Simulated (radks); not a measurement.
All-electron atom: Rh IV in [Kr] 4d6. Method: scalar-relativistic Kohn-Sham, r2SCAN, spin-polarised, spherical densities, finite nucleus; open shells are filled with parallel spins first (spin-orbit coupling, left out, can overturn this in heavy ions); meta-GGA in the generalised Kohn-Sham scheme; Fermi nuclear charge, rms radius 4.4945 fm; computed with a radial shooting solver on a logarithmic mesh with Libxc functionals.

Radial electron density D(r) = 4 pi r^2 rho(r):

r (bohr)  D(r) (e/bohr)   spin D(r)
0.001663          2.619  -0.0000895
0.002165          4.122   -0.000141
0.00282           6.398   -0.000218
0.003672          9.757   -0.000331
0.004781          14.54   -0.000492
0.006225          21.02   -0.000707
0.008171          29.50   -0.000988
0.01064           38.96    -0.00130
0.01385           48.23    -0.00162
0.01804           55.12    -0.00190
0.02349           57.36    -0.00214
0.03059           54.50    -0.00229
0.03983           49.88    -0.00164
0.05228           50.14     0.00377
0.06808           59.06      0.0264
0.08864           70.05      0.0951
0.1154            69.87       0.251
0.1503            56.31       0.511
0.1957            46.65       0.783
0.2548            52.56       0.834
0.3345            55.72       0.456
0.4356            38.89     0.00384
0.5672            19.21       0.284
0.7385            14.41        1.68
0.9616            15.42        3.23
1.252             11.27        3.33
1.63              5.215        2.13
2.14              1.544       0.802
2.787            0.3084       0.176
3.629           0.03452      0.0188
4.725          0.001700    0.000785

D(r) has 4 maxima, at r = 0.0229, 0.101, 0.309, 0.917 bohr, and minima at 0.0456, 0.199, 0.710 bohr, inside which lie 2.02, 11.09, 29.03 electrons.
